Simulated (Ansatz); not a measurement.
```xyz
2

S     0.0000    0.0000    0.0000
O     0.0000    0.0000    2.6820
```

Basis set: 6-31G (spherical functions). Charge 0, multiplicity 1.

Computed with Ansatz (development build ahead of 0.2.0); each method stands on the lowest determinant of its kind that the runs found.

(1) Give the atomization energy at this shape (free ground-state atoms in the same class of orbitals less the molecule, no zero-point energy) of singlet SO by PBE0 (unrestricted), PBE (unrestricted), UHF.

## Answers

(1)

| method | atomization energy |
| --- | --- |
| PBE0 (unrestricted) | 6.14 kcal/mol |
| PBE (unrestricted) | 12.42 kcal/mol |
| UHF | -0.97 kcal/mol |

Caution: another spin multiplicity may lie lower; the shape is not the minimum; the unrestricted determinant is a mixture of spin states.

This basis has no polarisation functions and is too small for such energies, which can lie far from measured ones in either direction.
